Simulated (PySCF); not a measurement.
BFI2, SMILES FB(I)I. The structure is a stationary point at PBE0-D3(BJ)/def2-SVP. The def2 effective core potentials stand for the cores of I; spin–orbit coupling is left out.

Task: Give the equilibrium geometry at PBE0-D3(BJ)/def2-SVP (PySCF confirms it by a frequency run) as a Z-matrix, and its point group. (An estimate is asked for; the answer gives what the named calculation found.)

Result: point group C2v.
```
B
F 1 1.3087
I 1 2.1240 2 118.78
I 1 2.1240 2 118.78 3 180.00
```
